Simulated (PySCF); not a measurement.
**C₆ coefficients of unlike pairs at UHF**

Calculated with PySCF 2.14 from the dipole response of each species, C₆(A,B) = (3/π) ∫ α_A(iu) α_B(iu) du, in atomic units, from isotropic polarisabilities. For ions this is the dispersion term alone; charge-induced terms of lower order in 1/R come first.

```
species      configuration                                                                               basis      relativity  α (bohr³)  C₆ (like pair)
    Fe+  [Ar] 3d6 4s1 (6D)  x2c-QZVPPall with one added diffuse shell each of s, p, d, f, g type (12s8p6d5f3g)   spin-free X2C      34.67           180.7
 Pd(2+)      [Kr] 4d8 (3F)                                                         aug-cc-pVTZ-DK (9s8p6d3f2g)   spin-free X2C      6.051           31.57
     S+  [Ne] 3s2 3p3 (4S)                                                              aug-cc-pwCVDZ (6s5p3d)            none      11.05           55.54
     Ru  [Kr] 4d7 5s1 (5F)                                           aug-cc-pwCVDZ-PP with ECP28MDF (6s6p5d3f)  core potential      93.28           873.8
```

Q: Estimate C₆ for Pd(2+) with Fe+.

A: The integral gives 59.30. The combination rule 2 C_A C_B / (C_A α_B/α_A + C_B α_A/α_B) gives 53.72 and the geometric mean 75.54.

No spin-orbit coupling is included.

The other pairs:

```
      pair     C₆
   Ru, Fe+  392.6
S+, Pd(2+)  39.45
   S+, Fe+  90.70
Ru, Pd(2+)  120.5
    Ru, S+  187.4
```
